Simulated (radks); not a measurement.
Values are calculated unless marked as measured or tabulated.
Problem. Radial electron density D(r) = 4 pi r^2 rho(r) of an atom or ion with 6 electrons. Level of theory: Dirac Kohn-Sham, BLYP, spin-unpolarised, spherical densities, finite nucleus; Fermi nuclear charge, rms radius of each element as measured or else 0.836 A^(1/3) + 0.57 fm (a radial shooting solver on a logarithmic mesh with Libxc functionals).

| r (bohr) | D(r) (e/bohr) |
|---|---|
| 0.00719 | 0.1237 |
| 0.008852 | 0.1830 |
| 0.0109 | 0.2694 |
| 0.01331 | 0.3883 |
| 0.01639 | 0.5635 |
| 0.02018 | 0.8094 |
| 0.02484 | 1.149 |
| 0.03035 | 1.586 |
| 0.03736 | 2.178 |
| 0.046 | 2.924 |
| 0.05664 | 3.820 |
| 0.06973 | 4.824 |
| 0.08517 | 5.809 |
| 0.1049 | 6.709 |
| 0.1291 | 7.292 |
| 0.159 | 7.366 |
| 0.1942 | 6.847 |
| 0.239 | 5.747 |
| 0.2943 | 4.341 |
| 0.3624 | 3.056 |
| 0.4461 | 2.292 |
| 0.5449 | 2.196 |
| 0.6709 | 2.584 |
| 0.826 | 3.038 |
| 1.017 | 3.126 |
| 1.242 | 2.712 |
| 1.529 | 1.921 |
| 1.883 | 1.094 |
| 2.318 | 0.4892 |
| 2.854 | 0.1672 |
| 3.486 | 0.04421 |
| 4.293 | 0.007599 |

What is the nuclear charge?

Solution. Z = 7. The innermost maximum, from 1s, lies near gamma/Z bohr with gamma = sqrt(1 - (Z/c)^2) = 0.999, here 0.143 bohr (found: 0.147), and its height grows with Z. The density is that of the nitrogen ion N+ in [He] 2s2 2p2; the configuration itself is not fixed sharply by these data. D(r) has 2 maxima, at r = 0.147, 0.954 bohr, and minima at 0.507 bohr, inside which lie 2.16 electrons.
